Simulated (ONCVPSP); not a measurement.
**Before and after: ONCV potential for niobium (Nb)**

```json
{
  "Element": "niobium (Nb)",
  "Generator": "ONCVPSP 4.0.1",
  "Type": "optimised norm-conserving Vanderbilt (ONCV)",
  "Functional": "PBE",
  "Relativity": "scalar-relativistic",
  "Frozen core": "[Kr]",
  "Valence charge": "5",
  "Reference configuration": "4d4 5s0.5 5p0.5",
  "Partial waves": "5s: rc 2.45 bohr, ncon 4, nbas 9, qcut 2.1 1/bohr, local; 5p: rc 3.65 bohr, ncon 4, nbas 8, qcut 2.3 1/bohr, 2 projectors, debl 3.8 Ha; 4d: rc 2.45 bohr, ncon 3, nbas 8, qcut 6.2 1/bohr, 2 projectors, debl 3.3 Ha",
  "Local potential": "the s channel",
  "Core correction": "Teter function fitted to the true core (icmod 2), fcfact 0.55"
}
```

All-electron outer shells of the reference configuration (PBE, scalar-relativistic, ld1.x):

```json
{"shell": "4s", "level (eV)": "-59.03", "outermost node (bohr)": "0.53", "outermost maximum (bohr)": "1.04"}
{"shell": "4p", "level (eV)": "-35.17", "outermost node (bohr)": "0.54", "outermost maximum (bohr)": "1.12"}
{"shell": "5s", "level (eV)": "-4.41", "outermost node (bohr)": "1.40", "outermost maximum (bohr)": "3.04"}
{"shell": "4d", "level (eV)": "-3.63", "outermost node (bohr)": "0.55", "outermost maximum (bohr)": "1.49"}
{"shell": "5p", "level (eV)": "-1.45", "outermost node (bohr)": "1.62", "outermost maximum (bohr)": "4.21"}
```

Change: p: qcut 1.9.

Cutoffs: the cutoffs (Ha) at which the residual kinetic energy of the hardest occupied pseudo-wave falls to 1 and 0.1 mHa per electron; they do not see the model core or the augmentation charge, which bear on the density cutoff. Errors are all-electron minus pseudo energies relative to the spin-unpolarised reference configuration.

Problem. Predict the effect on cutoff, ghosts and configuration errors.

Solution. The potential gets neither clearly harder nor softer (13 Ha and 15 Ha → 13 Ha and 15 Ha); the d channel sets the loose cutoff, while the largest relative change is in p, which becomes softer; the errors of the 4 common tests hardly move; neither file shows a bound ghost.

| quantity | base | changed |
| --- | --- | --- |
| cutoff, loose | 13 Ha | 13 Ha |
| cutoff, tight | 15 Ha | 15 Ha |
| loose cutoff by channel | s 2.6 Ha, p 1.2 Ha, d 13 Ha | s 2.6 Ha, p 1.1 Ha, d 13 Ha |
| bound ghosts | none | none |
| GHOST(+) flags under 300 eV | p at 96.5 eV, p at 157.7 eV | p at 99.2 eV, p at 161.6 eV |
| error for 4d4 5s1 5p0, meV [ΔE -1.45 eV] | 0.0 | +0.1 |
| error for 4d4 5s0 5p0, meV [ΔE 5.18 eV] | -4.1 | -4.1 |
| error for 4d3 5s0 5p0, meV [ΔE 19.22 eV] | -50 | -52 |
| error for 4d4 5s0.5 5p0, meV [ΔE 1.18 eV] | -0.8 | -0.7 |
| s: phases at 2.49 bohr within 0.05 rad from the reference energy up to (Ha; the scan ends near 5) | 0.8 | 0.8 |
| p: phases at 3.70 bohr within 0.05 rad from the reference energy up to (Ha; the scan ends near 5) | n/a | n/a |
| d: phases at 2.49 bohr within 0.05 rad from the reference energy up to (Ha; the scan ends near 5) | 0.9 | 0.9 |
| rms error of d²Exc/dni dnj with the model core, mHa | 1.05 | 1.05 |
